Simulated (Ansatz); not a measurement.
`[CH3][GeH2][SiH2]Cl` + `O=C(O)C(F)(F)F` → `[CH3][GeH2][C](=O)O` + `FC(F)(F)[SiH2]Cl`  (formal exchange of groups at a Ge–Si bond)

Gas-phase electronic energies from Ansatz, PBE0-D4/def2-TZVP geometries. CCSD(T)/CBS is the MP2 limit (def2-TZVPP, def2-QZVPP) plus CCSD(T) − MP2 in def2-TZVPP, frozen cores. DFT in def2-TZVPP. For Ge outer-core shells are correlated without core-valence functions, which leaves a few kJ/mol of doubt a bond. Scalar relativity is left out up to krypton. One conformer a species, not always the lowest.

```tsv
level	ΔE (kJ/mol)
PBE0	25.6
MP2/def2-TZVPP	15.7
CCSD/def2-TZVPP	19.2
MP2/def2-QZVPP	14.0
```

**Question.** What does CCSD(T)/CBS give? (Best estimate.)

**Answer.** Ansatz gave: +15.3 kJ/mol. The listed levels differ from it by 10.3, 0.4, 3.9, -1.3 kJ/mol.

Largest T1 diagnostic among the species: 0.014.

From PBE to PBE0 (25 % exact exchange), in def2-TZVPP and without D4, ΔE moves by +7.6 kJ/mol. In def2-TZVPP, CCSD(T) changes the Hartree–Fock value by −5.3 kJ/mol (the triples alone add −1.4 kJ/mol) and MP2 by −7.5 kJ/mol.
